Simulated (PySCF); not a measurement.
# `InChI=1S/C8H13F/c9-8-6-4-2-1-3-5-7-8/h6H,1-5,7H2/b8-6-`

Molfile (atoms numbered from 1):
```
C8H13F
     RDKit          3D

 22 22  0  0  0  0  0  0  0  0999 V2000
   -0.5646    1.0263    1.8678 F   0  0  0  0  0  0  0  0  0  0  0  0
   -0.6491    1.2367    0.5364 C   0  0  0  0  0  0  0  0  0  0  0  0
    0.4685    1.3935   -0.1747 C   0  0  0  0  0  0  0  0  0  0  0  0
    1.7800    0.8938    0.3262 C   0  0  0  0  0  0  0  0  0  0  0  0
    1.8430   -0.6045   -0.0457 C   0  0  0  0  0  0  0  0  0  0  0  0
    0.6093   -1.4372    0.3504 C   0  0  0  0  0  0  0  0  0  0  0  0
   -0.6427   -1.3812   -0.5682 C   0  0  0  0  0  0  0  0  0  0  0  0
   -1.9236   -0.7452   -0.0022 C   0  0  0  0  0  0  0  0  0  0  0  0
   -1.9499    0.8018   -0.0212 C   0  0  0  0  0  0  0  0  0  0  0  0
    0.3430    1.5370   -1.2515 H   0  0  0  0  0  0  0  0  0  0  0  0
    1.8412    1.0073    1.4190 H   0  0  0  0  0  0  0  0  0  0  0  0
    2.6394    1.4269   -0.1094 H   0  0  0  0  0  0  0  0  0  0  0  0
    2.7374   -1.0455    0.4263 H   0  0  0  0  0  0  0  0  0  0  0  0
    2.0020   -0.6999   -1.1349 H   0  0  0  0  0  0  0  0  0  0  0  0
    0.3236   -1.1819    1.3842 H   0  0  0  0  0  0  0  0  0  0  0  0
    0.9398   -2.4870    0.3968 H   0  0  0  0  0  0  0  0  0  0  0  0
   -0.3831   -0.8837   -1.5193 H   0  0  0  0  0  0  0  0  0  0  0  0
   -0.9028   -2.4144   -0.8497 H   0  0  0  0  0  0  0  0  0  0  0  0
   -2.7950   -1.1152   -0.5670 H   0  0  0  0  0  0  0  0  0  0  0  0
   -2.0665   -1.0871    1.0366 H   0  0  0  0  0  0  0  0  0  0  0  0
   -2.8114    1.1825    0.5497 H   0  0  0  0  0  0  0  0  0  0  0  0
   -2.0368    1.1618   -1.0573 H   0  0  0  0  0  0  0  0  0  0  0  0
  1  2  1  0
  2  3  2  0
  3  4  1  0
  4  5  1  0
  5  6  1  0
  6  7  1  0
  7  8  1  0
  8  9  1  0
  9  2  1  0
  3 10  1  0
  4 11  1  0
  4 12  1  0
  5 13  1  0
  5 14  1  0
  6 15  1  0
  6 16  1  0
  7 17  1  0
  7 18  1  0
  8 19  1  0
  8 20  1  0
  9 21  1  0
  9 22  1  0
M  END
```

Computed with PySCF, quadratic response CAM-B3LYP/aug-cc-pVDZ first hyperpolarisability, Taylor convention, gas phase. Geometry: PBE0-D3(BJ)/def2-SVP.

Question: Give the tensor of the static β(0;0,0) in the axes of these coordinates.

Answer: In au, Taylor convention; rows are the first index (the induced dipole):
|  | xx | yy | zz | xy | xz | yz |
| --- | --- | --- | --- | --- | --- | --- |
| x | +0.7 | -10.2 | -5.4 | -9.8 | +1.3 | +12.2 |
| y | -9.8 | -49.8 | +1.7 | -10.2 | +12.2 | +23.0 |
| z | +1.3 | +23.0 | +67.6 | +12.2 | -5.4 | +1.7 |

Norm of βᵢ = ⅓ Σⱼ (βᵢⱼⱼ + βⱼᵢⱼ + βⱼⱼᵢ): 109.6 au, hyper-Rayleigh value 43.5 au.
